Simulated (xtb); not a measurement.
C₆H₁₀AuO₂ (SMILES CC1=CC(C)=[O]->[Au]([CH3])[O]1), doublet, from a rough starting geometry (GFN-xTB shapes and energies of metal compounds can be far from the true ones) (the multiplicity is a formal guess); GFN2-xTB (xtb).

xtb was given this input:
```
$ xtb mol.xyz --gfn 2 --uhf 1 --opt vtight --json

# file mol.xyz
19

Au     1.31127063     1.49248876     0.73532843
C      2.40886487     3.02477404    -0.02752976
H      3.41592139     2.96333711     0.23098108
H      1.97827532     3.95733367     0.27437532
H      2.25848981     3.04992244    -1.06314097
C     -0.99932955    -0.68356605    -2.46458011
C     -0.39791358    -0.30797620    -1.11930720
C     -0.82403860    -1.06802477     0.05594123
C     -0.39301886    -0.88635660     1.31149893
C     -1.11333229    -1.88347836     2.34603542
O      0.29275258    -0.05965663     1.86957275
O      0.36135352     0.68848130    -1.09881077
H     -1.62224428    -1.52505096    -2.39691414
H     -1.43806032     0.24400959    -2.88223139
H     -0.16545516    -0.92407722    -3.10215077
H     -1.50422401    -1.90897095    -0.28432910
H     -1.57541835    -1.35193724     3.09532518
H     -1.75199882    -2.57480657     1.80908114
H     -0.22695760    -2.38378543     2.81831145
```

Q: Predict the main parts of the log of this xtb run.

A: 
```
   ID    Z sym.   atoms
    1   79 Au     1
    2    6 C      2, 6-10
    3    1 H      3-5, 13-19
    4    8 O      11, 12

           -------------------------------------------------
          |                Calculation Setup                |
           -------------------------------------------------

           -------------------------------------------------
          |                 G F N 2 - x T B                 |
           -------------------------------------------------

          ...................................................
          :                      SETUP                      :
          :.................................................:
          :  # basis functions                  52          :
          :  # atomic orbitals                  51          :
          :  # shells                           29          :
          :  # electrons                        57          :
          :  max. iterations                   250          :
          :  Hamiltonian                  GFN2-xTB          :
          :  restarted?                      false          :
          :  GBSA solvation                  false          :
          :  PC potential                    false          :
          :  electronic temp.          300.0000000     K    :
          :  accuracy                    1.0000000          :
          :  -> integral cutoff          0.2500000E+02      :
          :  -> integral neglect         0.1000000E-07      :
          :  -> SCF convergence          0.1000000E-05 Eh   :
          :  -> wf. convergence          0.1000000E-03 e    :
          :  Broyden damping             0.4000000          :
          :  net charge                          0          :
          :  unpaired electrons                  1          :
          ...................................................

 iter      E             dE          RMSdq      gap      omega  full diag
   1    -30.1146973 -0.301147E+02  0.426E+00    3.63       0.0  T
   2    -30.1974875 -0.827902E-01  0.233E+00    1.76       1.0  T
   3    -30.2098946 -0.124071E-01  0.131E+00    2.82       1.0  T
   4    -30.2154178 -0.552315E-02  0.690E-01    2.36       1.0  T
   5    -30.2193166 -0.389882E-02  0.211E-01    2.45       1.0  T
   6    -30.2191767  0.139878E-03  0.159E-01    2.43       1.0  T
   7    -30.2194285 -0.251780E-03  0.732E-02    2.45       1.0  T
   8    -30.2194662 -0.376702E-04  0.210E-02    2.46       1.1  T
   9    -30.2194679 -0.176370E-05  0.644E-03    2.46       3.6  T
  10    -30.2194681 -0.117936E-06  0.282E-03    2.46       8.1  T
  11    -30.2194681 -0.231990E-07  0.140E-03    2.46      16.3  T
  12    -30.2194681 -0.848644E-08  0.162E-04    2.46     141.7  T
  13    -30.2194681 -0.634195E-10  0.808E-05    2.46     284.0  T

   *** convergence criteria satisfied after 13 iterations ***

         :::::::::::::::::::::::::::::::::::::::::::::::::::::
         ::                     SUMMARY                     ::
         :::::::::::::::::::::::::::::::::::::::::::::::::::::
         :: total energy             -29.868290255029 Eh    ::
         :: gradient norm              0.196064222305 Eh/a0 ::
         :: HOMO-LUMO gap              2.459378413372 eV    ::
         ::.................................................::
         :: SCC energy               -30.219445300605 Eh    ::
         :: -> isotropic ES            0.070363415064 Eh    ::
         :: -> anisotropic ES          0.004129193069 Eh    ::
         :: -> anisotropic XC          0.009229681736 Eh    ::
         :: -> dispersion             -0.013967124737 Eh    ::
         :: repulsion energy           0.351155045577 Eh    ::
         :: add. restraining           0.000000000000 Eh    ::
         :: total charge               0.000000000000 e     ::
         :::::::::::::::::::::::::::::::::::::::::::::::::::::

      -----------------------------------------------------------
     |                   =====================                   |
[...]
 * total energy  :   -29.8977899 Eh     change       -0.1393482E-04 Eh
 * total energy  :   -29.8977995 Eh     change       -0.9661249E-05 Eh
 * total energy  :   -29.8978109 Eh     change       -0.1134272E-04 Eh
 * total energy  :   -29.8978150 Eh     change       -0.4156529E-05 Eh
 * total energy  :   -29.8978211 Eh     change       -0.6069655E-05 Eh
 * total energy  :   -29.8978253 Eh     change       -0.4178484E-05 Eh
 * total energy  :   -29.8978326 Eh     change       -0.7339054E-05 Eh
 * total energy  :   -29.8978359 Eh     change       -0.3287780E-05 Eh
 * total energy  :   -29.8978381 Eh     change       -0.2196984E-05 Eh
 * total energy  :   -29.8978384 Eh     change       -0.2848100E-06 Eh
 * total energy  :   -29.8978385 Eh     change       -0.1022725E-06 Eh
 * total energy  :   -29.8978386 Eh     change       -0.9694801E-07 Eh
   *** GEOMETRY OPTIMIZATION CONVERGED AFTER 61 ITERATIONS ***
         :: total energy             -29.897838598034 Eh    ::
[...]
             Fermi-level           -0.3406438 Eh           -9.2694 eV

     #   Z          covCN         q      C6AA      α(0)
     1  79 Au       2.287     0.340   267.273    31.317
     2   6 C        3.733    -0.187    24.264     7.031
     3   1 H        0.925     0.027     2.636     2.539
     4   1 H        0.925     0.026     2.637     2.539
     5   1 H        0.926     0.037     2.487     2.466
     6   6 C        3.758    -0.124    22.924     6.826
     7   6 C        2.822     0.221    23.344     7.917
     8   6 C        2.900    -0.147    31.775     9.243
     9   6 C        2.827     0.225    23.274     7.905
    10   6 C        3.758    -0.128    23.008     6.839
    11   8 O        1.570    -0.381    20.539     6.115
    12   8 O        1.456    -0.351    20.103     6.043
    13   1 H        0.925     0.067     2.116     2.275
    14   1 H        0.925     0.072     2.068     2.249
    15   1 H        0.925     0.068     2.109     2.271
    16   1 H        0.926     0.041     2.440     2.443
    17   1 H        0.925     0.067     2.117     2.275
    18   1 H        0.925     0.063     2.161     2.299
    19   1 H        0.925     0.063     2.165     2.301

 Mol. C6AA /au·bohr⁶  :       4897.548824
 Mol. C8AA /au·bohr⁸  :     170555.616953
 Mol. α(0) /au        :        112.891697

Wiberg/Mayer (AO) data.
largest (>0.10) Wiberg bond orders for each atom

 ---------------------------------------------------------------------------
     #   Z sym  total        # sym  WBO       # sym  WBO       # sym  WBO
 ---------------------------------------------------------------------------
     1  79 Au   1.889 --     2 C    0.820    12 O    0.492    11 O    0.441
     2   6 C    3.926 --     5 H    0.995     3 H    0.988     4 H    0.988
                             1 Au   0.820
     3   1 H    0.999 --     2 C    0.988
     4   1 H    0.999 --     2 C    0.988
     5   1 H    0.998 --     2 C    0.995
     6   6 C    3.977 --    14 H    0.985     7 C    0.970    13 H    0.967
                            15 H    0.966
     7   6 C    3.936 --    12 O    1.457     8 C    1.375     6 C    0.970
     8   6 C    3.948 --     7 C    1.375     9 C    1.325    16 H    0.969
                            12 O    0.108
     9   6 C    3.934 --    11 O    1.482     8 C    1.325    10 C    0.996
    10   6 C    3.984 --     9 C    0.996    17 H    0.985    19 H    0.967
                            18 H    0.967
    11   8 O    2.259 --     9 C    1.482     1 Au   0.441
    12   8 O    2.264 --     7 C    1.457     1 Au   0.492     8 C    0.108
    13   1 H    0.995 --     6 C    0.967
    14   1 H    0.995 --     6 C    0.985
    15   1 H    0.995 --     6 C    0.966
    16   1 H    0.998 --     8 C    0.969
    17   1 H    0.995 --    10 C    0.985
    18   1 H    0.996 --    10 C    0.967
    19   1 H    0.996 --    10 C    0.967
 ---------------------------------------------------------------------------

Topologies differ in total number of bonds
Writing topology from bond orders to xtbtopo.mol

molecular dipole:
                 x           y           z       tot (Debye)
 q only:       -0.639      -0.821      -0.182
   full:       -0.765      -1.015      -0.081       3.237
molecular quadrupole (traceless):
                xx          xy          yy          xz          yz          zz
 q only:       -0.549       1.965       0.171       1.279       1.144       0.377
  q+dip:       -0.470       1.424      -0.151       1.408       1.382       0.621
   full:        0.175       0.756      -0.019       1.436       1.855      -0.156

optimized geometry written to: xtbopt.xyz

           -------------------------------------------------
          | TOTAL ENERGY              -29.897838598034 Eh   |
          | GRADIENT NORM               0.000141508409 Eh/α |
          | HOMO-LUMO GAP               2.310724576041 eV   |
           -------------------------------------------------

normal termination of xtb
```
